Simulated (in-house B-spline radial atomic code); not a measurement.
Results of a calculation; reference values are marked as such.
# Weak and strong correlation along the adiabatic connection

Two-electron singlets in several external potentials (atomic units), by full CI in B-splines with partial waves to l = 8 (correlation energies up to 0.6 % small). The repulsion is scaled by λ at fixed density; W(λ) is the mean repulsion less the Hartree energy, W(0) = E_x, and the area under W from 0 to 1 is E_xc.

Relative drop (W(λ) − E_x)/E_x:

```tsv
system	λ = 0.12	λ = 0.25	λ = 0.4	λ = 0.6	λ = 0.8	λ = 1
−Z/r, Z = 3, wall at 2.8 bohr	0.0068	0.0138	0.0217	0.0317	0.0412	0.0502
−V exp(−r²/w²), V = 1.1, w = 9.03	0.0419	0.0785	0.1121	0.1466	0.1729	0.1937
−Z exp(−kr)/r, Z = 8.77, k = 3.31	0.0024	0.0050	0.0080	0.0119	0.0157	0.0194
ω²r²/2 − Z/r, ω = 0.458, Z = -0.5	0.0282	0.0548	0.0813	0.1107	0.1350	0.1552
−Z/r, Z = 1.3	0.0202	0.0401	0.0607	0.0849	0.1059	0.1243
−Z exp(−kr)/r, Z = 1.85, k = 0.208	0.0125	0.0253	0.0391	0.0559	0.0714	0.0855
−Z/r, Z = 0.75, wall at 8 bohr	0.0338	0.0646	0.0943	0.1264	0.1523	0.1736
```

Problem. Order the systems by how far second-order (GL2) theory, half the initial slope (estimated from the first points of each curve), overshoots the correlation energy, least first.
A. −V exp(−r²/w²), V = 1.1, w = 9.03
B. −Z exp(−kr)/r, Z = 1.85, k = 0.208
C. ω²r²/2 − Z/r, ω = 0.458, Z = -0.5
D. −Z/r, Z = 0.75, wall at 8 bohr
E. −Z/r, Z = 1.3
F. −Z exp(−kr)/r, Z = 8.77, k = 3.31
G. −Z/r, Z = 3, wall at 2.8 bohr

Solution. F (GL2/E_c = 1.03), G (GL2/E_c = 1.09), B (GL2/E_c = 1.17), E (GL2/E_c = 1.27), C (GL2/E_c = 1.39), D (GL2/E_c = 1.49), A (GL2/E_c = 1.62).

Problem. What else changes along this order?

Solution. The ratio follows the bend of the curve. With it the leading natural occupation goes from 1.999 to 1.867 and −T_c/E_c from 0.97 to 0.62 between the first and the last.
